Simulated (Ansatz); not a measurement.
Gas-phase electronic energies from Ansatz, PBE0-D4/def2-TZVP geometries. CBS: MP2 limit from def2 TZ/QZ plus the TZ coupled-cluster correction, frozen cores. This one scheme is used for every species. Functionals use def2-TZVPP. For Ti outer-core shells are correlated without core-valence functions, which leaves a few kJ/mol of doubt a bond. Scalar relativity is left out up to krypton.

Reaction (ligand exchange at a Ti–C bond): `[CH3][Ti]12345678([F])([C@H]9[C@@H]1[C@@H]2[C@@H]3[C@H]94)[C@H]1[C@@H]5[C@@H]6[C@@H]7[C@H]18` + HCl → `[F][Ti]12345678([Cl])([C@H]9[C@@H]1[C@@H]2[C@@H]3[C@H]94)[C@H]1[C@@H]5[C@@H]6[C@@H]7[C@H]18` + CH₄

CCSD(T)/CBS gives -174.4 kJ/mol.

Problem. Another level gave -166.7 kJ/mol. Which?
A. CAM-B3LYP-D4/def2-TZVPP
B. HF/def2-TZVPP
C. RPA@PBE/def2-TZVPP
D. CCSD(T)/def2-TZVPP

Solution. C. RPA@PBE/def2-TZVPP -166.7, HF/def2-TZVPP -189.8, CAM-B3LYP-D4 -178.2, CCSD(T)/def2-TZVPP -172.3 kJ/mol.

Largest T1 diagnostic among the species: 0.018.

In def2-TZVPP, CCSD(T) changes the Hartree–Fock value by +17.4 kJ/mol (the triples alone add −7.9 kJ/mol) and MP2 by +6.4 kJ/mol. Leaving LDA and LC-ωPBE aside and taking each functional with its dispersion term where it has one, the values, not all of them listed here, spread over 16.7 kJ/mol, from B97M-V to ωB97M-V. LDA lies +4.5 kJ/mol from PBE without D4. From r2SCAN to r2SCAN0 (25 % exact exchange), in def2-TZVPP and without D4, ΔE moves by +3.3 kJ/mol.

CCSD(T)/CBS has its own doubt, a few kJ/mol and more with outer-core shells, so smaller differences from it don't rank the levels.
